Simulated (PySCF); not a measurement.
PySCF 2.14 output of an unrestricted r2SCAN0 calculation on a single atom or ion in dyall-av2z (22s15p11d2f, 136 functions), with no relativity, point nucleus:

```
SCF conv_tol = 1e-09
number electrons alpha = 20  beta = 18
    M. Bursch, H. Neugebauer, S. Ehlert, and S. Grimme.,  J. Chem. Phys. 156, 134105 (2022)
cycle= 1 E= -3540.11566270163  delta_E= -0.0102  |g|= 0.0223  |ddm|= 0.274
cycle= 2 E= -3540.11657604818  delta_E= -0.000913  |g|= 0.0154  |ddm|= 0.185
cycle= 3 E= -3540.11773011546  delta_E= -0.00115  |g|= 0.0212  |ddm|= 0.339
cycle= 4 E= -3540.11560490548  delta_E= 0.00213  |g|= 0.00298  |ddm|= 0.207
cycle= 5 E= -3540.11562807246  delta_E= -2.32e-05  |g|= 0.00191  |ddm|= 0.0234
cycle= 6 E= -3540.1183755778  delta_E= -0.00275  |g|= 0.0205  |ddm|= 0.254
cycle= 7 E= -3540.11568249296  delta_E= 0.00269  |g|= 0.00345  |ddm|= 0.235
cycle= 8 E= -3540.1156067532  delta_E= 7.57e-05  |g|= 0.000648  |ddm|= 0.0445
cycle= 9 E= -3540.11560801505  delta_E= -1.26e-06  |g|= 0.000652  |ddm|= 0.00625
cycle= 10 E= -3540.11560736387  delta_E= 6.51e-07  |g|= 0.000279  |ddm|= 0.0026
cycle= 11 E= -3540.11560686896  delta_E= 4.95e-07  |g|= 3.15e-05  |ddm|= 0.00407
cycle= 12 E= -3540.11560686242  delta_E= 6.54e-09  |g|= 3.97e-06  |ddm|= 0.000367
cycle= 13 E= -3540.11560686232  delta_E= 1.03e-10  |g|= 2.69e-07  |ddm|= 5.57e-05
converged SCF energy = -3540.11560686232  <S^2> = 2.001457  2S+1 = 3.0009712
```

The run itself started from symmetry-adapted Hartree-Fock orbitals and held the occupation by maximum overlap, on a logarithmic radial grid, so the iterations belong to that start.

Task: Which element, charge and spin multiplicity is this?

Result: Zr²⁺ (zirconium, charge +2), multiplicity 3; the state was [Kr] 4d1 5s1, high-spin 3D determinant (an excited configuration).

A non-relativistic calculation at this Z misses sizeable relativistic shifts.
